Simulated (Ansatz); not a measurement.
Reaction (redistribution): `[GeH3][SiH2][GeH3]` + `[SiH3][SiH2][SiH2][GeH3]` → `[GeH3][SiH2][GeH2][SiH2][GeH3]` + disilane

Computed with Ansatz on PBE0-D4/def2-TZVP structures; ΔE is electronic, products minus reactants. CBS: MP2 limit from def2 TZ/QZ plus the TZ coupled-cluster correction, frozen cores. Functionals use def2-TZVPP. B3LYP here is the variant with VWN-RPA as its local correlation; programs differ in this. For Ge outer-core shells are correlated without core-valence functions, which leaves a few kJ/mol of doubt a bond. Scalar relativity is left out up to krypton. One conformer a species, not always the lowest.

(1) Is it downhill or uphill in electronic energy at CCSD(T)/CBS, and by how much? (Best estimate.)

(2) What do these levels give: LDA (SPW92), B3LYP-D4, PBE, revPBE, RPA@PBE/def2-TZVPP, MP2/def2-QZVPP? (Estimate.)

Largest T1 diagnostic among the species: 0.013.

Answers

(1) Ansatz gave: Downhill: ΔE = -18.9 kJ/mol.

(2) Computed: LDA (SPW92) -11.7, B3LYP-D4 -17.9, PBE -9.4, revPBE -7.2, RPA@PBE/def2-TZVPP -19.4, MP2/def2-QZVPP -22.2 kJ/mol.

In def2-TZVPP, CCSD(T) changes the Hartree–Fock value by −5.5 kJ/mol (the triples alone add −0.5 kJ/mol) and MP2 by −9.3 kJ/mol. The D4 term adds −5.9 kJ/mol with B3LYP and −3.6 kJ/mol with PBE0; it sums over pairs of atoms, weighted by their polarisabilities, and B3LYP, whose exchange is more repulsive, gets the larger term. At CCSD(T), def2-SVP lies +3.7 kJ/mol from the extrapolated value and def2-TZVPP +0.2 kJ/mol.
